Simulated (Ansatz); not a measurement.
Species: SiN, net charge 0, doublet state. SMILES: N#[Si]
Geometry: optimised at B3LYP-D3(BJ)/def2-TZVP (Ansatz, a program for electronic structure).

Quantity: vertical electron affinity (to the singlet state of charge -1; a negative value means that the extra electron is unbound and the number depends on the basis; each state is the SCF solution reached for its spin; the UHF <S^2> is 1.17 for the doublet (pure: 0.75); for the singlet the Hartree-Fock reference is unstable and T1 is 0.024; for the doublet T1 is 0.079), in eV. Valence correlation only, unless marked. UHF or UKS for open shells. No spin-orbit coupling. Non-relativistic. Anions need diffuse functions: def2-D sets add few. Basis-set limits of correlation are two-point, X^-3; Hartree-Fock from the larger set.

CCSD(T)/CBS(def2-TZVPPD,def2-QZVPPD) (Ansatz) gives 3.00 eV.

Q: Another calculation gave 2.82 eV. Which level was it?
A. BHLYP/def2-TZVPD (Ansatz)
B. SVWN5/def2-TZVPD (Ansatz)
C. wB97X/def2-TZVPD (Ansatz)

A: C, wB97X/def2-TZVPD (Ansatz). The others give 2.99 (SVWN5), 2.53 (BHLYP) eV.
